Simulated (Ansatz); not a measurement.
This geometry of BrH + H6OSi2 (11 atoms, charge 0, multiplicity 1) is a first-order saddle point.

Theory: Ansatz 0.2.0, RKS r2SCAN/def2-SVP.

```xyz
11
Properties=species:S:1:pos:R:3
Si 0.095 -0.317 0.023
O -0.055 -0.718 1.933
Si -1.357 -0.253 2.975
H -2.620 -0.841 2.465
H -0.981 -0.832 4.291
H -1.405 1.227 3.018
H 1.086 0.779 -0.120
H -1.210 0.412 0.331
H -0.313 -0.973 -1.255
Br 1.765 -2.138 0.347
H 0.624 -1.412 2.133
```

Q: Which two structures does it join? (They come from a converged band through this point; their orientation in space is the band's.)

A: Bonds broken: Si1–O2, Br10–H11. Bonds formed: Si1–Br10, O2–H11. BrH + H6OSi2 becomes BrH3Si + H4OSi.

First end point:

```xyz
11
Properties=species:S:1:pos:R:3
Si -0.236 0.230 -0.026
O -0.278 -0.394 1.533
Si -1.363 -0.436 2.816
H -2.486 -1.366 2.503
H -0.612 -0.911 4.007
H -1.904 0.935 3.047
H 1.187 0.239 -0.457
H -0.789 1.618 -0.014
H -1.053 -0.622 -0.938
Br 2.065 -2.712 1.896
H 1.098 -1.647 1.776
```

Last end point:

```xyz
11
Properties=species:S:1:pos:R:3
Si 0.093 -0.375 -0.580
O 0.271 -0.077 2.535
Si -1.199 -0.316 3.302
H -2.082 -1.243 2.529
H -1.018 -0.879 4.675
H -1.835 1.025 3.393
H 1.135 0.606 -0.190
H -1.249 -0.026 -0.048
H 0.033 -0.502 -2.062
Br 0.677 -2.406 0.190
H 0.805 -0.872 2.399
```

Q: How far does it lie above each of them?

A: 82.4 kJ/mol above the first and 73.2 kJ/mol above the second. This is the barrier of this one path; another mechanism may lie lower. The orbitals stay closed-shell, which can raise the energy where a bond breaks towards radicals; this wasn't checked here.

The run took 5.9 min on 4 threads of Arm Neoverse V2 (shared host), peak memory 0.23 GiB.
